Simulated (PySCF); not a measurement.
Vertical excitations of a molecule C2H5NO2Si from TDA-PBE/def2-SVPD (PySCF), as energy in eV (oscillator strength): 4.26 (0.000), 5.15 (0.054), 5.73 (0.000), 5.86 (0.005), 6.21 (0.027), 6.42 (0.015), 6.51 (0.011), 6.70 (0.024), 6.86 (0.015), 7.12 (0.005). Lowest triplet (TDA): 3.44 eV. The structure is a stationary point at B3LYP-D3(BJ)/def2-SVP. The values are those of a single conformer.

### Question
Which structure fits?
A) O=C/C=N/[SiH2]O
B) N#CO[SiH2]CO
C) O[Si@@H]1C=NCO1
D) OCC1=N[SiH2]O1

### Answer
C, O[Si@@H]1C=NCO1
